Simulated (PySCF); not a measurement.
C₃H₉BO, SMILES C(C)BOC.

The structure is a stationary point at PBE-D3(BJ)/def2-SVP. This is a generated structure with no PubChem entry under its InChIKey; it may be hypothetical. The values are those of a single conformer.

These are PBE-D3(BJ)/def2-SVP (PySCF 2.14.0) values and carry that method's errors.

Frequencies are harmonic and unscaled.

```tsv
mode	ν (cm⁻¹)	IR (km/mol)	moving atoms (share of kinetic energy)
1	48	0.1	H 54 %, C 39 %
2	83	0.0	H 96 %
3	182	2.3	C 53 %, H 33 %, B 13 %
4	199	1.0	H 81 %, C 10 %, O 8 %
5	291	0.3	C 60 %, H 29 %
6	323	1.6	H 41 %, O 32 %, B 22 %
7	508	6.6	O 49 %, C 20 %, H 18 %, B 13 %
8	518	0.3	H 85 %, C 14 %
9	821	21.4	H 79 %, B 15 %
10	862	13.9	H 43 %, B 30 %, C 26 %
11	943	17.9	H 38 %, C 37 %, O 15 %, B 10 %
12	988	3.1	H 66 %, C 18 %, B 15 %
13	990	8.4	H 63 %, B 19 %, C 17 %
14	1042	3.8	C 64 %, H 32 %
15	1124	34.9	H 59 %, O 20 %, C 13 %, B 8 %
16	1126	0.0	H 75 %, C 20 %
17	1143	7.3	H 71 %, C 21 %
18	1210	0.9	H 80 %, C 18 %
19	1237	57.7	H 40 %, C 39 %, O 16 %
20	1343	19.1	H 86 %, C 12 %
21	1355	53.3	H 75 %, C 14 %
22	1370	136.2	H 53 %, C 20 %, B 20 %
23	1412	4.7	H 95 %
24	1424	4.7	H 97 %
25	1424	5.8	H 96 %
26	1428	8.4	H 97 %
27	1449	96.8	H 57 %, B 22 %, O 15 %
28	2513	157.1	H 91 %, B 9 %
29	2928	29.4	H 94 %
30	2947	36.4	H 97 %
31	2962	12.4	H 91 %, C 9 %
32	2968	34.1	H 97 %
33	3028	24.6	H 90 %, C 10 %
34	3051	24.5	H 91 %, C 9 %
35	3055	21.5	H 91 %, C 9 %
36	3064	24.0	H 90 %, C 10 %
```
